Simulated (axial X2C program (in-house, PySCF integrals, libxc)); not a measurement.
# Levels of InBr⁻ by electron attachment to InBr (EOM-EA-CCSD)

Calculated with an in-house all-electron X2C program for linear molecules (integrals from PySCF): two-component X2C with atomic mean-field Coulomb and Gaunt terms, Gaussian nuclei, basis In dyall-acv3z, Br dyall-acv3z with contracted cores.

R = 2.569 Å (near the PBE0 minimum at charge 0 of the determinant lowest at the starting distance; the state shown can have its own minimum elsewhere).

Hartree–Fock spinors of InBr (one of each Kramers pair; a window near the gap, which can cut inner shells):

| ω | occupied | ε (eV) | character |
| --- | --- | --- | --- |
| 3/2 | yes | -27.92 | 100% In d |
| 1/2 | yes | -26.39 | 70% Br s, 18% In d, 5% In p |
| 1/2 | yes | -13.16 | 58% Br p, 35% In s, 2% Br s |
| 1/2 | yes | -10.78 | 87% Br p, 4% In f, 4% In d |
| 3/2 | yes | -10.42 | 88% Br p, 4% In d, 4% In f |
| 1/2 | yes | -9.00 | 39% In s, 31% Br p, 23% In p |
| 1/2 | no | 0.13 | 86% In p, 5% In d, 5% Br p |
| 3/2 | no | 0.20 | 87% In p, 5% In d, 4% Br p |
| 1/2 | no | 0.48 | 73% In p, 25% In s |
| 1/2 | no | 0.87 | 59% In s, 31% In p, 5% In d |
| 1/2 | no | 0.91 | 84% In p, 9% In s, 3% Br d |
| 3/2 | no | 0.97 | 92% In p, 4% Br d, 3% In d |

Levels of InBr⁻ obtained by attaching an electron to InBr:

```
  Ω  binding energy (eV)  above lowest (cm⁻¹)                 attached spinor  one-particle weight
1/2                0.322                    0                       83% In pπ                 0.96
3/2                0.219                  836                       83% In pπ                 0.96
1/2               -0.358                 5490            71% In pσ, 24% In sσ                 0.99
1/2               -0.690                 8165  63% In sσ, 18% In pσ, 7% In pπ                 0.99
1/2               -0.734                 8521                       90% In pπ                 0.99
3/2               -0.763                 8752                       97% In pπ                 0.99
1/2               -1.586                15392  64% In pσ, 17% In dσ, 6% Br sσ                 0.97
```

(1) Take the first Ω = 1/2 and Ω = 3/2 rows of π character: how far apart are they, and which lies lower?

Negative binding energies belong to unbound states, resonances or levels that the basis set holds; within some tenths of an eV of zero the sign is not settled.

This point took 10 s on 1 thread of Arm Neoverse V2 (shared host).

Reference electrons by ω block (each with its −ω partner): 1/2: 27, 3/2: 12, 5/2: 3. 10 electrons of InBr correlated (inner shells frozen), 92 natural virtual spinors (a truncated set); levels can be off by some tenths of an eV. Roots sought by Ω: (1/2: 5, 3/2: 4, 5/2: 2, 7/2: 1); rows need 60 % one-particle weight and stop where some Ω has no more roots. Missing are any skipped roots, higher Ω and states of a further excitation; these come out far too high here and may in truth be low or lowest. T1 of the reference 0.012 (Lee–Taylor). Number of frozen shells: In 4 s, 3 p, 2 d; Br 3 s, 2 p, 1 d.

Results:

(1) E(3/2) − E(1/2) = 836 − 0 = 836 cm⁻¹ at EOM-EA-CCSD: regular, Ω = 1/2 lower. Splittings at this level can be off by ten to twenty per cent.
